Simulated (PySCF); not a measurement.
H11NSi4, SMILES N[Si]([SiH3])([SiH3])[SiH3].

Geometry: r2SCAN-D4/def2-SVP. The values are those of a single conformer.

These are PySCF 2.14.0 with TDA-PBE/def2-SVPD values and carry that method's errors.

Vertical excitations. Gas-phase values at a fixed geometry. State labels are in the subgroup Cs.

Question: Give excitation energies, oscillator strengths and character. (An estimate is asked for; the answer gives what the named calculation found.)

Answer: 
```csv
state,symmetry,energy (eV),λ (nm),f,main pairs
S1,A',4.48,277,0.002,HOMO→LUMO 99 %
S2,A",5.05,246,0.019,HOMO→LUMO+1 95 %
S3,A',5.09,244,0.013,HOMO→LUMO+2 95 %
S4,A',5.39,230,0.001,HOMO→LUMO+3 91 %
S5,A",5.51,225,0.028,HOMO−1→LUMO 88 %
S6,A',5.64,220,0.101,HOMO→LUMO+4 81 %
T1,A',4.14,300,0,HOMO→LUMO 99 %
T2,A",4.67,266,0,HOMO→LUMO+1 98 %
```
Triplets are in the Tamm–Dancoff approximation.
